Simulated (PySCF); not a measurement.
Gas-phase reaction: SnF3 + SnH4 = 2 SnH2 + 3 F

Energies from PySCF, thermal terms from the rigid-rotor harmonic-oscillator model, ideal gas at 1 bar. † marks an energy on the PBE0/def2-TZVP geometry and frequencies. MP2 and CCSD(T) freeze the core. Open shells (unrestricted): SnF3 (multiplicity 2), F (multiplicity 2); the rest are closed-shell singlets. Spin-orbit splitting is ignored; it lowers the true energy and changes the entropy of F. B3LYP is the form with VWN-RPA correlation. Sn: scalar-relativistic def2 core potential, no spin-orbit coupling. SnF3, SnH2: computed as isolated molecules; such fragments, hydroxides, amides, oligomers or adducts are transient or little studied in the gas. MP2 isn't extrapolated to the basis-set limit. CCSD(T) isn't extrapolated to the basis-set limit.

B3LYP/def2-TZVP† gives ΔH°(298 K) = 1214 kJ.

Task: What do MP2/def2-TZVPP†, CCSD(T)/def2-SVP†, ωB97X-V/def2-TZVP† give?

Result: MP2/def2-TZVPP†: 1307 kJ; CCSD(T)/def2-SVP†: 1133 kJ; ωB97X-V/def2-TZVP†: 1267 kJ. For scale, ΔH°(298 K) is 1214 kJ at this level, 1253 kJ at ωB97M-V/def2-TZVP†, and runs from 859 to 1527 kJ over the 17 levels computed.
